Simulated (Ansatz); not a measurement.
Wavefunction ladder for `NB(F)S`

```xyz
7

N     0.774    0.855    0.304
B    -0.016   -0.274    0.088
F     0.275   -1.407    0.738
S    -1.434   -0.233   -1.060
H     0.618    1.738   -0.145
H     1.556    0.836    0.936
H    -1.773   -1.515   -0.860
```

Total charge 0; spin multiplicity 1. The geometry is a stationary point of PBE0-D4/def2-TZVP. It is one conformer, not always the lowest. Frozen core, restricted reference, Ansatz 0.2.0. CBS rows extrapolate triple and quadruple zeta.

```json
{"basis": "def2-TZVPP", "HF (Eh)": "-578.08610", "MP2 corr.": "-0.73401"}
{"basis": "def2-QZVPP", "HF (Eh)": "-578.10551", "MP2 corr.": "-0.79605"}
```

Q: Estimate the CCSD correlation energy and the (T) correction in each basis where they were run (hartree).

A: 
```
     basis  CCSD corr.       (T)
def2-TZVPP    -0.76261  -0.02860
def2-QZVPP    -0.81707  -0.03299
 CBS(def2)    -0.85742  -0.03625
```
